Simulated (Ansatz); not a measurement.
`CS[SiH](N)F` + H₂S → `N[SiH](F)S` + CH₃SH  (ligand exchange at the Si–S bond)

Computed with Ansatz on PBE0-D4/def2-TZVP structures; ΔE is electronic, products minus reactants. CCSD(T)/CBS adds triple-zeta CCSD(T) − MP2 to the extrapolated MP2 energy (def2 sets, frozen cores). This one scheme is used for every species. One conformer a species, not always the lowest.

```tsv
species	CCSD(T)/CBS(def2) energy (Eh)
`CS[SiH](N)F`	-883.14826
H₂S	-398.97279
`N[SiH](F)S`	-843.89255
CH₃SH	-438.22835
```

Question: Work out ΔE.

Answer: ΔE = (-843.89255) + (-438.22835) − (-883.14826) − (-398.97279) = 0.00015 Eh = +0.4 kJ/mol.

Largest T1 diagnostic among the species: 0.011.

The D4 term adds +4.4 kJ/mol with B3LYP and +2.6 kJ/mol with PBE0; it sums over pairs of atoms, weighted by their polarisabilities, and B3LYP, whose exchange is more repulsive, gets the larger term. In def2-TZVPP, CCSD(T) changes the Hartree–Fock value by +4.8 kJ/mol (the triples alone add +1.0 kJ/mol) and MP2 by +5.1 kJ/mol.

B3LYP here is the variant with VWN-RPA as its local correlation; programs differ in this.
